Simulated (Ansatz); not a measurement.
```yaml
crystal:
  periodic: [false, false, false]
  atoms:
    - {symbol: C, position_ang: [0.604112, -0.949345, -2.906626]}
    - {symbol: C, position_ang: [0.300682, -0.808180, -1.684445]}
    - {symbol: Zr, position_ang: [0.212063, -0.260137, 0.531620]}
    - {symbol: O, position_ang: [-1.051866, -1.574186, 1.114407]}
    - {symbol: O, position_ang: [1.794257, -0.365359, 1.061251]}
    - {symbol: C, position_ang: [-0.857436, 1.736791, 0.774145]}
    - {symbol: C, position_ang: [-1.362092, 2.617818, 0.845518]}
    - {symbol: H, position_ang: [0.577071, -1.096898, -4.028423]}
    - {symbol: H, position_ang: [-1.281879, -2.430927, 1.597146]}
    - {symbol: H, position_ang: [2.548069, -0.467896, 1.667352]}
    - {symbol: H, position_ang: [-1.606351, 3.725339, 0.909053]}
basis:
  gaussian: {orbitals: STO-3G}
magnetization: {spin_polarized: true, initial_magnetization: 2}
hamiltonian: {xc: {name: wB97M-V}}
charge: 1
```

```sh
$ ansatz run in.yaml --threads 2 --pin off --events-out ev --progress --plain --max-ram 22528MiB --backend cpu
```

Q: How does Ansatz answer? (Best estimate.)

A: The calculation gave: The program refused the input.
```
Error: YAML parse error: error: line 19 column 1: unknown field `charge`, expected one of crystal, accuracy, basis, kpoints, hamiltonian, magnetization, projection, total_charge, correlation, batch, efield, external_charges, scf, relax, neb, saddle, md, ramp, phonons, dielectric, real_time, elastic, magnetic_configurations, gw, evaluate, workflow, output, checkpoint, execution
17 | magnetization: {spin_polarized: true, initial_magnetization: 2}
18 | hamiltonian: {xc: {name: wB97M-V}}
19 | charge: 1
```
